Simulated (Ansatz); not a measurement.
Consider the formal hydrolysis of the Si–Si bond: `F[SiH](F)[Si](F)(F)F` + H₂O → `O[SiH](F)F` + `F[SiH](F)F`.

Computed with Ansatz on PBE0-D4/def2-TZVP structures; ΔE is electronic, products minus reactants. CBS: MP2 limit from def2 TZ/QZ plus the TZ coupled-cluster correction, frozen cores. This one scheme is used for every species. Functionals use def2-TZVPP. B3LYP here is the variant with VWN-RPA as its local correlation; programs differ in this. Each species was taken in one conformer, which may not be the lowest.

`F[SiH](F)[Si](F)(F)F`:

Cartesian coordinates in Å:
```
F 1.276 -1.519 -1.053
Si -0.112 -0.768 -0.897
F -0.371 0.076 -2.214
Si 0.071 0.729 0.901
F -1.269 1.541 1.090
F 0.349 -0.047 2.247
F 1.239 1.765 0.690
H -1.183 -1.776 -0.763
```

H₂O:

```xyz
3

O    -0.206    0.013    0.330
H    -0.536    0.090   -0.568
H     0.742   -0.103    0.238
```

`O[SiH](F)F`:

Cartesian coordinates in Å:
```
O -0.981 -0.201 0.786
Si 0.212 0.253 -0.201
F 0.097 -0.466 -1.608
F 1.626 -0.168 0.376
H -1.104 -1.123 1.017
H 0.149 1.705 -0.371
```

`F[SiH](F)F`:

Cartesian coordinates in Å:
```
F 1.215 -0.793 -0.571
Si -0.034 -0.014 -0.017
F 0.162 1.516 -0.326
F -0.078 -0.199 1.544
H -1.265 -0.510 -0.630
```

```csv
level,ΔE (kJ/mol),difference from CCSD(T)/CBS
LDA (SPW92),-144.6,13.2
PBE0-D4,-141.5,16.3
r2SCANh-D4,-157.9,-0.1
ωB97X-V,-152.8,5.0
PBE-QIDH,-159.8,-2.0
B3LYP,-157.4,0.4
r2SCANh,-159.4,-1.6
LC-ωPBE,-151.0,6.8
SCS-MP2/def2-TZVPP,-169.8,-12.0
MP2/CBS(def2),-165.1,-7.3
CCSD(T)/CBS,-157.8,0
```

Task: What do rigid-rotor, harmonic-oscillator terms from PBE0-D4/def2-TZVP frequencies (298.15 K, 1 bar) make of the CCSD(T)/CBS value? (Best estimate.)

Result: The calculation gave: ΔZPE = +1.4 kJ/mol, ΔH = -162.0 kJ/mol, ΔS = -7 J/(mol·K), ΔG = -159.8 kJ/mol. Modes under 50 cm⁻¹ make the entropy rough.

Largest T1 diagnostic among the species: 0.013.

In def2-TZVPP, CCSD(T) changes the Hartree–Fock value by +20.7 kJ/mol (the triples alone add +2.9 kJ/mol) and MP2 by +13.4 kJ/mol. From r2SCAN to r2SCAN0 (25 % exact exchange), in def2-TZVPP and without D4, ΔE moves by −5.3 kJ/mol.
